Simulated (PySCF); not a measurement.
GeH3, SMILES [GeH3-], charge -1. Geometry optimised at r2SCAN-D4/def2-TZVPD.

Computed equilibrium geometry at r2SCAN-D4/def2-TZVPD (PySCF confirms it by a frequency run) as Cartesian coordinates in Å, and its point group:
point group C3v.
```xyz
4

Ge     0.0000     0.0000    -0.0767
H      1.1607     0.6701     0.8184
H     -1.1607     0.6701     0.8184
H      0.0000    -1.3403     0.8184
```
Charge -1, spin multiplicity 1.
